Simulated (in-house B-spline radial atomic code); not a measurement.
Ionising Xe6+ with different functionals

Computed with a radial B-spline atomic code at the basis-set limit: scalar-relativistic (spin-free X2C) Hamiltonian, Fermi nucleus of rms radius 4.7859 fm, spin-polarised at highest spin, spherical fractional occupations for the functionals, the average over the highest-spin determinants for Hartree-Fock. The ionisation energy is the difference of two self-consistent energies, [Kr] 4d10 5s2 → [Kr] 4d10 5s1, without Breit or QED terms; ε is the level of the shell that loses the electron (its least bound occupied spin orbital). There is no spin-orbit coupling in this Hamiltonian.

```csv
method,rung,ΔSCF (eV),-ε(5s) (eV)
Hartree-Fock,Hartree-Fock,89.65,89.89
HF fractional,Hartree-Fock,89.65,89.89
LDA VWN5,LDA,93.09,86.72
LDA PW92,LDA,93.08,86.72
LDA exchange-only,LDA,91.36,85.16
PBE,GGA,92.51,86.12
PBEsol,GGA,92.44,86.19
BLYP,GGA,92.72,86.26
RPBE,GGA,92.26,85.85
PW91,GGA,92.65,86.27
BP86,GGA,92.58,86.35
AM05,GGA,92.40,86.18
OLYP,GGA,?,?
TPSS,meta-GGA,91.97,85.81
SCAN,meta-GGA,91.80,86.38
r2SCAN,meta-GGA,91.66,86.09
revTPSS,meta-GGA,91.81,85.75
PBE0,global hybrid,92.02,87.32
B3LYP,global hybrid,92.54,87.40
TPSSh,global hybrid,91.83,86.33
BHandHLYP,global hybrid,91.84,88.64
r2SCAN0,global hybrid,?,?
B97-1,global hybrid,92.33,87.09
HSE06,range-separated hybrid,92.07,87.00
wB97X,range-separated hybrid,91.88,90.08
CAM-B3LYP,range-separated hybrid,92.50,89.18
LC-wPBE,range-separated hybrid,92.10,90.47
```

Question: What does OLYP give?

Answer: ΔSCF 92.15 eV, and -ε(5s) = 85.73 eV.

Question: What does r2SCAN0 give?

Answer: ΔSCF 91.50 eV, and -ε(5s) = 87.39 eV.

Question: Among the functionals, which spreads more, the ΔSCF values or the orbital energies?

Answer: The orbital energies: ΔSCF values span about 1.72 eV and the orbital energies 5.31 eV.

Question: How do they compare with the NIST value?

Answer: NIST lists 91.6 eV ± 0.5 (semi-empirical, ground level to ground level). Errors run from -1.95 to +1.49 eV; r2SCAN is closest (+0.06 eV), though others lie within the uncertainty of it, and part of that can be cancellation, since the calculations leave out Breit-QED terms. Hartree-Fock also lacks correlation.
